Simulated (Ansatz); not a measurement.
Species: CH4BS, charge 0, doublet. CH4BS (SMILES CB[S], doublet).
B3LYP-D3(BJ)/def2-TZVP minimum from Ansatz (a quantum-chemistry and plane-wave program):
```xyz
7

B     -0.2401     0.0824     0.6492
H     -1.1382    -0.1332     1.4164
C      1.0286     0.8790     1.1265
H      1.7901     1.0257     0.3618
H      1.4799     0.3572     1.9762
H      0.7157     1.8579     1.5032
S     -0.4887    -0.5496    -0.9539
```
Charge 0, spin multiplicity 2.

Atomisation energy term by term, kcal/mol (programs: Ansatz). Open shells are spin-unrestricted; no spin-orbit coupling. Cores are frozen in correlated methods. Rows without X2C or -DK are non-relativistic. CBS(X,Y): correlation extrapolated as X^-3, Hartree-Fock from the larger set. A bracket is a step between two methods taken in the basis named. '+ core + X2C': CCSD(T) terms for core correlation (cc-pwCVTZ, 1s frozen past Ne) and scalar relativity (cc-pVTZ-DK). For partners of very few electrons the exact lower level stands in for a higher one.

```tsv
term	basis	kcal/mol
Hartree-Fock	cc-pV(Q+d)Z	459.50
CCSD correlation	CBS(cc-pV(T+d)Z,cc-pV(Q+d)Z)	122.41
(T)	CBS(cc-pV(T+d)Z,cc-pV(Q+d)Z)	8.04
CCSDT(Q) - CCSD(T)	cc-pV(D+d)Z	0.58
core correlation	cc-pwCVTZ	2.70
scalar relativity	X2C, cc-pVTZ-DK	-0.44
sum: De		592.8
```
